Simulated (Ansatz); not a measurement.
Cartesian coordinates (Å):
```xyz
5

Zr     0.0062    -0.0041     0.0069
Cl     1.4302    -0.9479     1.5806
H     -1.5670     0.4666     0.8484
H      0.8267     1.4874    -0.7053
H     -0.3179    -1.2526    -1.3127
```
Charge 0, spin multiplicity 1.

The numbers are results of Ansatz (a program for electronic structure) with frozen-core CCSD(T)/def2-TZVPP // r2SCAN-D4/def2-SVP, not measurements.

* **HF energy**: -507.82201 Ha
* **MP2 correlation energy**: -0.53751 Ha

Task: Estimate the CCSD correlation energy, the (T) correction, the total energy and the T1 diagnostic.

Result: 
```
Item                            Result
-----------------------  -------------
CCSD correlation energy    -0.57434 Ha
(T) correction             -0.02287 Ha
CCSD(T) total energy     -508.41921 Ha
T1 diagnostic                    0.017
```
